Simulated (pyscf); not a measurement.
This saddle point was located with ωB97X-D3(BJ)/def2-SVP in PySCF.

```xyz
17

As    -3.3273    -0.2860    -1.1939
H     -1.9502     0.4826    -0.3453
H     -3.1021    -1.5257    -0.3386
H     -2.3420    -0.7726    -2.2476
Si    -0.3020     0.6352     0.3687
Si    -0.3541     2.1582     2.1334
Si     1.0949     1.3001    -1.3750
Si     0.1691    -1.5393     1.0650
H      0.9879     2.2486     2.7842
H     -1.3505     1.7175     3.1534
H     -0.7338     3.5105     1.6294
H      2.5217     1.3141    -0.9328
H      0.7235     2.6691    -1.8392
H      0.9564     0.3449    -2.5141
H      0.1162    -2.4590    -0.1098
H      1.5269    -1.6240     1.6816
H     -0.8430    -1.9782     2.0710
```
Charge 0, spin multiplicity 2.

Surface: doublet, charge 0. Lowest wavenumbers (cm⁻¹): 1427i, 18, 32, 53, 65.

Question: What reaction is this the transition state of?

Answer: `[AsH3]` + `[SiH3][Si]([SiH3])[SiH3]` [doublet] ⇌ `[AsH2]` [doublet] + `[SiH3][SiH]([SiH3])[SiH3]`, a hydrogen abstraction read from left to right: As–H broken and H–Si formed. At ωB97M-D3(BJ)/def2-TZVP it lies +0.5 kcal/mol from the left side and +10.2 kcal/mol from the right (each side as separated species at their lowest minima found). This is the saddle that the search found; another between the same sides may lie lower. The angle at the transferred H is 158°. Elements up to Kr have no core potential and no relativistic terms here.
